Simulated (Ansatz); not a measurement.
Total energies of the cluster Sn₂O from Ansatz at PBE-D4/def2-TZVP, gas phase (1 Eh = 27.2114 eV = 2625.5 kJ/mol). The reference geometry is relaxed at PBE-D4/def2-TZVP.

Cartesian coordinates in Å:
```
Sn 0.261 0.375 1.446
Sn 0.699 -0.436 -1.274
O -0.960 0.061 -0.172
```

```json
{"state": "charge 0 singlet", "geometry": "reference", "energy (Eh)": "-503.82701"}
{"state": "charge 1 doublet", "geometry": "reference", "energy (Eh)": "-503.58304"}
{"state": "charge 0 triplet", "geometry": "relaxed at PBE-D4/def2-TZVP", "energy (Eh)": "-503.81583"}
{"state": "charge 0 quintet", "geometry": "relaxed at PBE-D4/def2-TZVP", "energy (Eh)": "-503.68944"}
{"state": "free Sn atom (triplet)", "geometry": "–", "energy (Eh)": "-214.24935"}
{"state": "free O atom (triplet)", "geometry": "–", "energy (Eh)": "-75.00967"}
```

In the def2 sets Sn takes a core potential; there is no spin–orbit coupling.

Task: Work out the vertical ionisation energy to the doublet.

Result: E(charge 1 doublet) − E(charge 0 singlet) = -503.58304 − (-503.82701) = 0.24397 Eh = 6.64 eV. For comparison, −ε of the highest occupied level is 4.04 eV at this level, 2.60 eV less.

Task: Which of the charge 0 states is lowest, and how far above it are the others?

Result: The singlet. triplet: -503.81583 − (-503.82701) = 0.01118 Eh = 29.4 kJ/mol; quintet: -503.68944 − (-503.82701) = 0.13757 Eh = 361.2 kJ/mol.

Task: What is the binding energy per atom against free atoms?

Result: Atoms: 2 × (-214.24935) + 1 × (-75.00967) = -503.50837 Eh. Binding: -503.50837 − (-503.82701) = 0.31864 Eh = 8.67 eV, or 2.89 eV for each of 3 atoms (no zero-point energy, no counterpoise term).

The structure comes from a short search, and lower isomers may exist.
